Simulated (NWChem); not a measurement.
C$_{4}$H$_{4}$ClF; SMILES C=C=C(F)CCl

```xyz
10

C      0.8642    -2.8038     0.2599
C      0.2293    -1.6812     0.0521
C     -0.3791    -0.5392    -0.1733
F     -1.6604    -0.3519     0.1641
C      0.2456     0.6380    -0.8280
Cl     0.3535     2.0424     0.2828
H      0.8806    -3.6012    -0.4928
H      1.3992    -2.9910     1.1987
H     -0.3629     0.9617    -1.6852
H      1.2586     0.3949    -1.1692
```
Atoms are numbered in this order, from 1.

Results from NWChem. Coordinates come from a PBE0/def2-SVP optimisation.

For level TPSS/cc-pVDZ:

```yaml
highest occupied level (eV): -6.19
dipole (D): 2.62
```

Question: Estimate the same quantities for level TPSS/aug-cc-pVDZ.

Answer: The highest occupied level (eV) comes out as -6.42. The dipole (D) is 2.83.
